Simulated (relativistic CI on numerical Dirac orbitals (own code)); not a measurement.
**Line list: Electric-dipole lines, Ni²²⁺**

Calculated at this level of theory: Dirac-Coulomb-Breit CI, KLI orbitals optimised for each configuration, QED by a radiative potential, unscaled Slater integrals (own radial code, finite nucleus).

Configuration list (outside the closed core 1s2): 2s²2p², 2s2p³, 2p⁴, 2p³3s, 2p³3p, 2p³3d, 2s²2p3s, 2s²2p3p, 2s²2p3d, 2s2p²3s, 2s2p²3p, 2s2p²3d, 2s²2p4s, 2s²2p4p, 2s²2p4d, 2s²2p4f. Levels of other configurations are missing.

| λ vac (nm) | Lower | Upper | A (s⁻¹) | log gf | S velocity/length |
| --- | --- | --- | --- | --- | --- |
| 1.0051 | 2s²2p² ¹D2 [4] | 2s2p²3p ¹F°3 [100] | 8.40e+12 | -0.05 | 0.97 |
| 1.0120 | 2s²2p² ³P2 [3] | 2s2p²3p ³P°2 [73] | 7.12e+12 | -0.26 | 0.96 |
| 1.0122 | 2s²2p² ³P2 [3] | 2s2p²3p ³D°3 [71] | 7.02e+12 | -0.12 | 0.96 |
| 1.0140 | 2s²2p² ³P1 [2] | 2s2p²3p ³D°2 [63] | 7.82e+12 | -0.22 | 0.95 |
| 1.0310 | 2s2p³ ³D°2 [8] | 2s2p²3d ³D3 [144] | 9.90e+12 | 0.04 | 0.99 |
| 1.0320 | 2s²2p² ³P1 [2] | 2s²2p3d ³P°1 [50] | 9.88e+12 | -0.32 | 0.99 |
| 1.0326 | 2s2p³ ³D°1 [7] | 2s2p²3d ³F2 [141] | 1.35e+13 | 0.03 | 0.99 |
| 1.0328 | 2s2p³ ³P°1 [11] | 2s2p²3d ³D2 [154] | 1.42e+13 | 0.05 | 0.99 |
| 1.0358 | 2s2p³ ⁵S°2 [6] | 2s2p²3d ⁵P1 [92] | 3.73e+13 | 0.26 | 0.97 |
| 1.0366 | 2s²2p² ³P0 [1] | 2s²2p3d ³D°1 [38] | 2.74e+13 | 0.12 | 0.98 |
| 1.0366 | 2s2p³ ⁵S°2 [6] | 2s2p²3d ⁵P2 [90] | 3.13e+13 | 0.40 | 0.97 |
| 1.0368 | 2s²2p² ³P1 [2] | 2s²2p3d ¹D°2 [44] | 1.04e+13 | -0.08 | 0.99 |
| 1.0374 | 2s2p³ ³P°2 [12] | 2s2p²3d ³D3 [151] | 1.01e+13 | 0.06 | 0.99 |
| 1.0380 | 2s²2p² ³P2 [3] | 2s²2p3d ³P°2 [49] | 1.22e+13 | -0.01 | 0.98 |
| 1.0385 | 2s2p³ ⁵S°2 [6] | 2s2p²3d ⁵P3 [88] | 1.95e+13 | 0.34 | 0.98 |
| 1.0398 | 2s²2p² ³P2 [3] | 2s²2p3d ³D°3 [46] | 2.55e+13 | 0.46 | 0.99 |
| 1.0406 | 2s2p³ ³D°2 [8] | 2s2p²3d ³D3 [127] | 6.00e+12 | -0.17 | 1.01 |
| 1.0408 | 2s2p³ ³D°3 [9] | 2s2p²3d ¹G4 [138] | 1.36e+13 | 0.30 | 1.00 |
| 1.0421 | 2s2p³ ³D°2 [8] | 2s2p²3d ³D2 [124] | 1.50e+13 | 0.09 | 0.97 |
| 1.0428 | 2s2p³ ³D°1 [7] | 2s2p²3d ³D1 [122] | 1.96e+13 | -0.02 | 0.97 |
| 1.0435 | 2s2p³ ³D°2 [8] | 2s2p²3d ³F3 [121] | 1.35e+13 | 0.19 | 1.00 |
| 1.0441 | 2s2p³ ³D°1 [7] | 2s2p²3d ³F2 [119] | 1.57e+13 | 0.11 | 1.00 |
| 1.0451 | 2s2p³ ³D°3 [9] | 2s2p²3d ³D3 [127] | 2.10e+13 | 0.38 | 0.97 |
| 1.0461 | 2s2p³ ³D°3 [9] | 2s2p²3d ³F4 [125] | 2.37e+13 | 0.54 | 1.00 |
| 1.0464 | 2s2p³ ⁵S°2 [6] | 2s2p²3d ⁵F3 [82] | 1.37e+13 | 0.20 | 0.98 |
| 1.0489 | 2s²2p² ¹D2 [4] | 2s²2p3d ¹F°3 [55] | 4.06e+13 | 0.67 | 1.00 |
| 1.0504 | 2s²2p² ³P1 [2] | 2s²2p3d ³P°2 [37] | 1.75e+13 | 0.16 | 0.98 |
| 1.0505 | 2s2p³ ³S°1 [13] | 2p³3p ⁵P2 [157] | 1.16e+13 | -0.02 | 0.97 |
| 1.0508 | 2s2p³ ¹D°2 [14] | 2s2p²3d ¹F3 [167] | 4.78e+13 | 0.74 | 1.00 |
| 1.0547 | 2s2p³ ⁵S°2 [6] | 2s2p²3d ⁵F3 [74] | 5.06e+12 | -0.23 | 0.98 |
| 1.0559 | 2s²2p² ¹D2 [4] | 2s²2p3d ³P°2 [49] | 1.03e+13 | -0.07 | 0.98 |
| 1.0568 | 2s²2p² ³P2 [3] | 2s²2p3d ³F°3 [36] | 1.06e+13 | 0.09 | 1.00 |
| 1.0597 | 2s2p³ ³P°2 [12] | 2s2p²3d ¹F3 [136] | 1.35e+13 | 0.20 | 0.99 |
| 1.0606 | 2s2p³ ¹P°1 [15] | 2s2p²3d ¹D2 [172] | 3.24e+13 | 0.44 | 0.98 |
| 1.0608 | 2s2p³ ³D°2 [8] | 2s2p²3d ³D3 [112] | 9.97e+12 | 0.07 | 0.99 |
| 1.0620 | 2s2p³ ³P°1 [11] | 2s2p²3d ³D2 [124] | 1.23e+13 | 0.02 | 0.98 |
| 1.0640 | 2s²2p² ¹S0 [5] | 2s²2p3d ¹P°1 [56] | 2.32e+13 | 0.07 | 0.98 |
| 1.0654 | 2s2p³ ³D°3 [9] | 2s2p²3d ³D3 [112] | 7.93e+12 | -0.02 | 0.95 |
| 1.0665 | 2s2p³ ³P°2 [12] | 2s2p²3d ³F3 [121] | 8.24e+12 | -0.01 | 1.01 |
| 1.0680 | 2s2p³ ³S°1 [13] | 2s2p²3d ³D2 [147] | 1.11e+13 | -0.02 | 0.98 |
| 1.0689 | 2s2p³ ³D°3 [9] | 2s2p²3d ³F4 [105] | 1.53e+13 | 0.37 | 1.01 |
| 1.0701 | 2s2p³ ¹P°1 [15] | 2s2p²3d ³P1 [164] | 1.83e+13 | -0.03 | 0.97 |
| 1.0715 | 2s2p³ ³D°2 [8] | 2s2p²3d ³F3 [94] | 1.15e+13 | 0.14 | 1.01 |
| 1.0809 | 2s2p³ ³D°1 [7] | 2s2p²3d ³F2 [83] | 1.02e+13 | -0.05 | 1.00 |
| 1.0813 | 2p⁴ ³P2 [16] | 2p³3d ³D°3 [194] | 8.72e+12 | 0.03 | 0.99 |

Terms are leading LS components. Brackets give the number of a level in order of energy, since labels repeat. The list gives strong lines, with weight on those to low levels, among the lowest 200 of 274 levels, so that lines to higher ones, which can be the strongest, are missing. Levels whose partners in the same complex of configurations lie outside the list can be far off, and so can their lines. Rates are taken at the computed energies, electric ones in the length gauge. A velocity-to-length ratio far from 1 marks an uncertain rate.

At this charge energies of transitions that change n are usually good to better than 1 %, and those within a shell (Δn = 0) to a few per cent.

LS names give the leading component of a level, which can be under half, so a name can repeat, a term be missing and a line seem to break the LS rules.
